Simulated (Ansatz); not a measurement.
BF2, SMILES `F[B-]F` (lower singlet) (charge -1, multiplicity 1). This singlet lies 2.03 eV below the relaxed triplet at the level frozen-core CCSD(T)/aug-cc-pVTZ // B3LYP-D3(BJ)/def2-TZVPD (Ansatz, an electronic-structure program).

The numbers are results of Ansatz with frozen-core fic-MRCISD+Q@CASSCF(2e,2o)/aug-cc-pVTZ // B3LYP-D3(BJ)/def2-TZVPD, not measurements.

Ansatz 0.2 input:
```yaml
crystal:
  periodic: [false, false, false]
  atoms:
    - { symbol: F, position_ang: [-1.106709, -0.276896, 0.000004] }
    - { symbol: B, position_ang: [-0.000408, 0.552088, -0.000001] }
    - { symbol: F, position_ang: [1.107117, -0.275192, -0.000003] }
basis:
  gaussian: { orbitals: aug-cc-pVTZ }
correlation:
  method: fic_mrcisd_q
  active_space: { window: { electrons: 2, orbitals: 2 } }
total_charge: -1
```

Output:

```
Functional definition: HF
858 factors; integrals over basis functions are off by at most 8.0e-4 eV
mean field evaluation 1: about -6086.3144 eV, gradient 1.9e1 eV
mean field evaluation 2: about -6086.3148 eV, gradient 1.9e1 eV
mean field evaluation 4: about -6087.2166 eV, gradient 2.2e0 eV
mean field evaluation 8: about -6087.2368 eV, gradient 1.8e-4 eV
mean field -6087.23677256 eV, -223.7018253144 hartree, gradient 3.7e-6 eV, S^2 0.000000; 0 other end points of the search recorded, 0 dependent functions left out; unrestricted orbitals would lower it
reference -6087.23677256 eV, -223.7018253144 hartree; 12, 12 occupied and 126, 126 virtual orbitals, 858 factors
state -6087.71457146 eV, -223.7193841000 hartree
contracted CI cycle   1: correlation 0.00000000 eV, 0.0000000000 hartree, residual 5.79e1 eV
contracted CI cycle   2: correlation -14.79411334 eV, -0.5436736375 hartree, residual 7.42e0 eV
contracted CI cycle   3: correlation -15.13706047 eV, -0.5562767121 hartree, residual 1.40e0 eV
contracted CI cycle   4: correlation -15.15253962 eV, -0.5568455601 hartree, residual 3.90e-1 eV
contracted CI cycle   5: correlation -15.15395545 eV, -0.5568975911 hartree, residual 1.03e-1 eV
contracted CI cycle   6: correlation -15.15404371 eV, -0.5569008344 hartree, residual 2.60e-2 eV
contracted CI cycle   7: correlation -15.15405031 eV, -0.5569010773 hartree, residual 8.29e-3 eV
contracted CI cycle   8: correlation -15.15405085 eV, -0.5569010969 hartree, residual 1.89e-3 eV
contracted CI cycle   9: correlation -15.15405088 eV, -0.5569010979 hartree, residual 4.25e-4 eV
state -6087.71457146 eV, -223.7193841000 hartree; corrected -6104.41291532 eV, -224.3330369183 hartree
Total energy: -6104.41291532 eV, -224.3330369183 hartree
```
